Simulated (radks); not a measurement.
The numbers below are computed, except where a source is named.
Numerical settings for neutral indium, [Kr] 4d10 5s2 5p1. Level of theory: scalar-relativistic Kohn-Sham, PBE, spin-unpolarised, spherical densities, finite nucleus; Fermi nuclear charge, rms radius 4.6156 fm (a radial shooting solver on a logarithmic mesh with Libxc functionals). The defaults (mesh step 0.008 in ln r, mesh end at 40 bohr or more with all orbitals vanishing there, Anderson mixing 0.5 over 9 steps, residual threshold near 1e-9 with the energy settled to 1e-9 hartree or 1e-11 of itself, here a cap of 65 iterations) give E = -5881.4941 hartree and 5p at -2.519 eV in 15 iterations. Run on one thread of a shared host, so times are rough (Arm Neoverse N1): 0.16 s of CPU time, 0.16 s wall, 15 iterations on 2437 mesh points. Changes against that run (0 stands for a change within the tolerance of the run):

| setting | iterations | converged | E (mhartree) | e(5p) (meV) | CPU (s) |
|---|---|---|---|---|---|
| mesh step in ln r 0.003 | 20 | yes | 0 | 0 | 0.47 |
| mesh step in ln r 0.05 | 14 | yes | +0.069 | 0 | 0.04 |
| mesh step in ln r 0.08 | 4 | no | diverged | - | 0.02 |
| mesh end (bohr) 3 | 14 | level above zero | +2.03e+03 | +2.87e+04 | 0.11 |
| mesh end (bohr) 1 | 13 | level above zero | +2.55e+05 | +1.14e+06 | 0.1 |
| residual threshold 1e-13 | 65 | no | 0 | 0 | 0.34 |
| residual threshold 1e-16 | 65 | no | 0 | 0 | 0.34 |
| mixing 1 | 16 | yes | 0 | 0 | 0.16 |
| linear mixing, mixing 0.8 | 40 | no | diverged | - | 0.42 |
| linear mixing, mixing 0.2 | 65 | no | 0 | 0 | 0.5 |
| mixing history 3 | 21 | yes | 0 | 0 | 0.19 |
| iteration cap 5 | 5 | no | -0.168 | +9.49 | 0.06 |

Settled on a wrong energy, with an occupied level pushed above zero by the early mesh end: mesh end (bohr) 3 (+2.03 hartree); mesh end (bohr) 1 (+255 hartree). Apart from these: no run marked as converged misses the energy by more than 1 mhartree. A mesh that ends early acts as a hard wall.
